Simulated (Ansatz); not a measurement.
Calculated with Ansatz (gas phase, PBE0-D4/def2-TZVP geometries, no zero-point term in ΔE). CCSD(T)/CBS is the MP2 limit (def2-TZVPP, def2-QZVPP) plus CCSD(T) − MP2 in def2-TZVPP, frozen cores. This one scheme is used for every species, atoms too. For atomizations the MP2-based limit and the directly extrapolated one differ by several kJ/mol either way, and by 10 to 25 for some Ge, Se and Sn compounds, so smaller differences from it don't rank the levels. DFT in def2-TZVPP. B3LYP here is the variant with VWN-RPA as its local correlation; programs differ in this. Open shells (•) are unrestricted, without spin–orbit coupling. Spin–orbit coupling would lower the free atoms: a little for C, F, Si. One conformer a species, not always the lowest.

Consider the atomization: `F[SiH2]CC[SiH3]` → 2 C• + F• + 9 H• + 2 Si•.

`F[SiH2]CC[SiH3]`:

Z-matrix (Å, degrees):
```
Si
C 1 1.863
F 1 1.605 2 108.8
H 1 1.484 2 112.6 3 118.7
H 1 1.485 2 110.5 3 -118.1
C 2 1.534 1 116.0 3 -52.2
H 2 1.098 1 107.0 3 -176.4
H 2 1.097 1 106.8 3 70.9
Si 6 1.881 2 115.9 1 -67.9
H 6 1.095 2 110.3 1 55.2
H 6 1.096 2 109.8 1 171.3
H 9 1.487 6 109.6 2 -171.5
H 9 1.487 6 111.7 2 68.2
H 9 1.489 6 109.9 2 -51.9
```

```
       level  ΔE (kJ/mol)
      PBE-D4       4969.8
     BLYP-D4       4916.7
         PBE       4939.1
        PBE0       4909.3
       B3LYP       4909.0
       BHLYP       4842.4
   CAM-B3LYP       4959.6
HF/CBS(def2)       3809.9
```

Question: What does CCSD(T)/CBS give? (Estimate.)

Answer: The calculation gave: +4973.5 kJ/mol. The listed levels differ from it by -3.7, -56.8, -34.4, -64.2, -64.5, -131.1, -13.9, -1163.6 kJ/mol.

Largest T1 diagnostic among the species: 0.012.

At CCSD(T), def2-SVP lies −281.2 kJ/mol from the extrapolated value and def2-TZVPP −116.8 kJ/mol: correlation converges slowly with the basis, and small sets miss more of it in the bonded molecule than in its fragments. From PBE to PBE0 (25 % exact exchange), in def2-TZVPP and without D4, ΔE moves by −29.8 kJ/mol: exact exchange takes away binding that semilocal exchange gives to molecules. In def2-TZVPP, CCSD(T) changes the Hartree–Fock value by +1056.8 kJ/mol (the triples alone add +48.9 kJ/mol) and MP2 by +1085.3 kJ/mol; breaking electron pairs costs correlation energy, which Hartree–Fock lacks.
